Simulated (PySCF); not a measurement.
TiH₃, SMILES [TiH3] (connectivity only; charge and spin as stated), neutral, multiplicity 2.

Coordinates come from a PBE0-D3(BJ)/def2-TZVPD optimisation. A frequency run showed that this geometry is not a minimum. The multiplicity is an assumed one; other spin states were not compared.

Computed with PySCF with PBE/def2-TZVPD.

The molecule is in vacuum.

Computed frontier levels, dipole moment and polarisability:
| Quantity | Result |
|---|---|
| α spin, highest occupied and lowest empty level | -4.99 and -4.19 eV |
| β spin, highest occupied and lowest empty level | -6.91 and -3.77 eV |
| dipole moment | 0.000 e·Å |
| quadrupole, principal values (traceless, Buckingham form, about the centre of nuclear charge) | -3.03, -3.03, 6.07 D·Å |
| mean static polarisability | 53.3 bohr³ (7.90 Å³) |
| polarisability, principal values | 52.1, 54.0, 54.0 bohr³ |
| ⟨S²⟩ | 0.759 (pure state 0.75) |
